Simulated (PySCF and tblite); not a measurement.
The numbers below are computed, except where a source is named.
C7H10F2, numbered as in [F:1][C@@H:2]1[CH2:3][CH2:4][CH2:5][C@:6]2([F:7])[CH2:8][C@H:9]12.

Free energies: PBE0-D3(BJ)/def2-SVP (IEF-PCM, chloroform) on GFN2-xTB structures plus GFN2-xTB thermal terms, symmetry and mirror images included. Conformers within 2.5 kcal/mol (GFN2-xTB free energy) were kept, 2 at most. GIAO shieldings: KT2/pcSseg-1 (IEF-PCM, chloroform). Shifts are against TMS (¹H), TMS (¹³C) at the same level; of two unlike H on one atom, a is the less shielded. Programs: PySCF with density fitting and tblite.

The 6-ring runs over atoms 2–3–4–5–6–9.

```tsv
conformer	shape	symmetry	E(GFN2) kcal/mol	E(DFT) kcal/mol
1	6-ring half-chair (ring torsions -67, 51, -21, 4, -18, 48°)	C1	0.00	0.00
2	6-ring half-chair (ring torsions 68, -50, 16, 2, 16, -49°)	C1	0.22	0.88
```

**Question.** How much do the weights at 298.15 K and the averaged shift of H3a depend on how the conformers are weighted?

**Answer.** 
| weighting | 1 (%) | 2 (%) | δ (ppm) | rms dipole (D) |
| --- | --- | --- | --- | --- |
| DFT energy with thermal terms, symmetry and mirror images (full scheme) | 79 | 21 | 1.67 | 1.60 |
| DFT energy with symmetry and mirror images | 82 | 18 | 1.70 | 1.59 |
| bare DFT energy | 82 | 18 | 1.70 | 1.59 |
| GFN2-xTB energy with symmetry and mirror images | 59 | 41 | 1.46 | 1.70 |
| GFN2-xTB free energy | 55 | 45 | 1.41 | 1.72 |
| leading conformer alone | 100 | 0 | 1.90 | 1.49 |
| equal weights | 50 | 50 | 1.36 | 1.74 |

The largest departure from the full scheme, 0.31 ppm, comes with: equal weights.

For its torsions the set is small; conformers may be missing.


Conformer gaps in def2-SVP on xTB geometries can be 2 kcal/mol too large for S=O, P=O and other polar bonds.